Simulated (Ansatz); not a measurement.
`FC(F)(Cl)C(F)(Cl)Cl` + HCl → `FC(F)(Cl)C(Cl)(Cl)Cl` + H–F  (substitution at a C–F bond)

Gas-phase electronic energies from Ansatz, PBE0-D4/def2-TZVP geometries. CBS: MP2 limit from def2 TZ/QZ plus the TZ coupled-cluster correction, frozen cores. This one scheme is used for every species. DFT in def2-TZVPP. B3LYP here is the variant with VWN-RPA as its local correlation; programs differ in this. One conformer a species, not always the lowest.

```json
{"level": "B3LYP-D4", "ΔE (kJ/mol)": "15.6", "difference from CCSD(T)/CBS": "14.7"}
{"level": "BHLYP-D4", "ΔE (kJ/mol)": "18.6", "difference from CCSD(T)/CBS": "17.7"}
{"level": "CAM-B3LYP-D4", "ΔE (kJ/mol)": "23.0", "difference from CCSD(T)/CBS": "22.1"}
{"level": "ωB97M-V", "ΔE (kJ/mol)": "16.0", "difference from CCSD(T)/CBS": "15.1"}
{"level": "B2PLYP", "ΔE (kJ/mol)": "15.9", "difference from CCSD(T)/CBS": "15.0"}
{"level": "PBE-QIDH", "ΔE (kJ/mol)": "8.9", "difference from CCSD(T)/CBS": "8.0"}
{"level": "PBE", "ΔE (kJ/mol)": "18.7", "difference from CCSD(T)/CBS": "17.8"}
{"level": "BLYP", "ΔE (kJ/mol)": "27.4", "difference from CCSD(T)/CBS": "26.5"}
{"level": "PBE0", "ΔE (kJ/mol)": "18.3", "difference from CCSD(T)/CBS": "17.4"}
{"level": "CCSD/def2-SVP", "ΔE (kJ/mol)": "30.7", "difference from CCSD(T)/CBS": "29.8"}
{"level": "CCSD(T)/def2-SVP", "ΔE (kJ/mol)": "28.5", "difference from CCSD(T)/CBS": "27.6"}
{"level": "CCSD(T)/def2-TZVPP", "ΔE (kJ/mol)": "10.2", "difference from CCSD(T)/CBS": "9.3"}
{"level": "HF/def2-QZVPP", "ΔE (kJ/mol)": "38.1", "difference from CCSD(T)/CBS": "37.2"}
{"level": "MP2/def2-QZVPP", "ΔE (kJ/mol)": "-11.1", "difference from CCSD(T)/CBS": "-12.0"}
{"level": "HF/CBS(def2)", "ΔE (kJ/mol)": "38.1", "difference from CCSD(T)/CBS": "37.2"}
{"level": "CCSD/CBS(def2)", "ΔE (kJ/mol)": "5.4", "difference from CCSD(T)/CBS": "4.5"}
{"level": "CCSD(T)/CBS", "ΔE (kJ/mol)": "0.9", "difference from CCSD(T)/CBS": "0"}
```

Largest T1 diagnostic among the species: 0.011.

Leaving LDA and LC-ωPBE aside and taking each functional with its dispersion term where it has one, the values, not all of them listed here, spread over 18.2 kJ/mol, from revPBE-D4 to B97M-V. At CCSD(T), def2-SVP lies +27.6 kJ/mol from the extrapolated value and def2-TZVPP +9.3 kJ/mol.
